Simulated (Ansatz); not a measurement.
Input for Ansatz (a first-principles code): U-r2SCAN/def2-TZVPP on InP, 2S+1 = 3, a point of a bond scan (R = 5.349 Å). Elements past Kr take the def2 small-core potentials; no spin–orbit coupling.

Ansatz 0.2 input:
```yaml
crystal:
  periodic: [false, false, false]
  atoms:
    - {symbol: In, position_ang: [-0.00000000, -0.00000000, -0.62680193]}
    - {symbol: P, position_ang: [0.00000000, 0.00000000, 4.72190791]}
basis:
  gaussian:
    orbitals: def2-TZVPP
hamiltonian:
  xc: {name: r2SCAN}
magnetization: {spin_polarized: true, initial_magnetization: 2}
```

Program output:

```
WARN ansatz: RAYON_NUM_THREADS=2 ignored (pool sized by the plan → 2); use --threads N
Functional definition: r2SCAN
integrals: 0.02 GiB planned
675 factors; their error is unknown
mean field: 0.27 GiB planned
mean field evaluation 1: about -14456.5008 eV, gradient 1.5e1 eV
mean field evaluation 2: about -14329.6770 eV, gradient 5.5e1 eV
mean field evaluation 4: about -14460.4372 eV, gradient 4.4e0 eV
mean field evaluation 8: about -14457.5497 eV, gradient 1.2e1 eV
mean field evaluation 16: about -14460.6966 eV, gradient 2.1e-1 eV
mean field evaluation 32: about -14330.0240 eV, gradient 5.5e1 eV
mean field evaluation 64: about -14460.7495 eV, gradient 1.9e0 eV
mean field evaluation 96: about -14460.6506 eV, gradient 1.9e0 eV
mean field evaluation 128: about -14460.0792 eV, gradient 2.5e0 eV
mean field evaluation 160: about -14460.7902 eV, gradient 7.9e-6 eV
mean field -14460.79020951 eV, -531.4242383238 hartree, gradient 7.9e-6 eV, S^2 2.839004; 9 other end points of the search recorded, 0 dependent functions left out
reference -14460.79023265 eV, -531.4242391740 hartree; 19, 17 occupied and 73, 75 virtual orbitals, 675 factors
Total energy: -14460.79023265 eV, -531.4242391740 hartree
```

Self-consistency was reached. Its determinant has ⟨S²⟩ = 2.84, a mixture of spin states.

Cost: very roughly 30 core-seconds.
